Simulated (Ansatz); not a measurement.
Consider the ligand exchange at the Si–C bond: `[OH][GeH2][C]#C[SiH3]` + `[NH2][AlH][SeH]` → `[SiH3][NH][AlH][SeH]` + `C#[C][GeH2][OH]`.

Isolated molecules relaxed with PBE0-D4/def2-TZVP in Ansatz; ΔE leaves out vibrations. CBS: MP2 limit from def2 TZ/QZ plus the TZ coupled-cluster correction, frozen cores. Functionals use def2-TZVPP. For Ge, Se outer-core shells are correlated without core-valence functions, which leaves a few kJ/mol of doubt a bond. Scalar relativity is left out up to krypton. Each species was taken in one conformer, which may not be the lowest.

`[OH][GeH2][C]#C[SiH3]`:

Cartesian coordinates in Å:
```
O 0.072 1.028 -2.980
Ge -0.046 -0.550 -2.174
C 0.036 -0.290 -0.287
C 0.075 -0.113 0.913
Si 0.143 0.154 2.718
H -0.543 1.671 -2.621
H -1.383 -1.232 -2.505
H 1.166 -1.340 -2.664
H -1.039 0.945 3.139
H 0.134 -1.161 3.404
H 1.384 0.890 3.058
```

`[NH2][AlH][SeH]`:

Z-matrix (Å, degrees):
```
N
Al 1 1.762
H 1 1.007 2 123.9
H 1 1.007 2 125.8 3 -180.0
Se 2 2.323 1 117.5 3 179.9
H 2 1.577 1 120.7 3 -0.1
H 5 1.469 2 90.6 1 179.7
```

`[SiH3][NH][AlH][SeH]`:

Z-matrix (Å, degrees):
```
Si
N 1 1.726
H 1 1.489 2 112.2
H 1 1.486 2 107.2 3 -119.6
H 1 1.489 2 112.2 3 120.9
Al 2 1.779 1 129.6 3 119.0
H 2 1.012 1 114.8 3 -60.8
Se 6 2.316 2 117.7 1 0.3
H 6 1.577 2 120.3 1 -179.7
H 8 1.470 6 90.1 2 -179.9
```

`C#[C][GeH2][OH]`:

Cartesian coordinates in Å:
```
C -0.157 -2.272 -0.517
C -0.084 -1.130 -0.139
Ge 0.025 0.642 0.512
O 0.182 1.652 -0.943
H -0.221 -3.278 -0.862
H 1.266 0.798 1.408
H -1.260 1.002 1.276
H 0.249 2.587 -0.736
```

```csv
level,ΔE (kJ/mol)
r2SCAN,-8.7
HF/def2-TZVPP,-14.3
```

What does CCSD(T)/CBS give? (Best estimate.)

The calculation gave: -14.9 kJ/mol. The listed levels differ from it by 6.2, 0.6 kJ/mol.

Largest T1 diagnostic among the species: 0.012.

From PBE to PBE0 (25 % exact exchange), in def2-TZVPP and without D4, ΔE moves by −3.9 kJ/mol. The D4 term adds −5.6 kJ/mol with B3LYP and −2.9 kJ/mol with PBE0; it sums over pairs of atoms, weighted by their polarisabilities, and B3LYP, whose exchange is more repulsive, gets the larger term.

B3LYP here is the variant with VWN-RPA as its local correlation; programs differ in this.
